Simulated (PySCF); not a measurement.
Electron correlation in Er⁺ (erbium, charge +1)

[Xe] 4f11 5d1 6s1, one real determinant (an excited configuration). Computed with PySCF 2.14 in x2c-TZVPPall, with scalar relativity by spin-free X2C-1e. Frozen: [Kr] 4d10; 21 electrons correlated.

MP2 pair energies summed by pair of shells (mhartree):

```
 pair   energy  share (%)
4f-4f  -377.90       44.7
4f-5p  -198.12       23.4
5p-5p  -110.19       13.0
4f-5s   -46.32        5.5
5s-5p   -30.62        3.6
5p-5d   -24.85        2.9
5p-6s   -19.15        2.3
4f-5d   -16.14        1.9
4f-6s    -9.37        1.1
5s-5s    -5.77        0.7
5d-6s    -3.24        0.4
5s-5d    -3.07        0.4
5s-6s    -1.04        0.1
```

Total MP2 correlation energy: -845.80 mhartree.

Same-spin part -333.13 and opposite-spin part -512.67 mhartree; SCS-MP2 scales them by 1/3 and 6/5 to -726.25 mhartree.

The reference is one real determinant that mixes LS terms of this configuration.
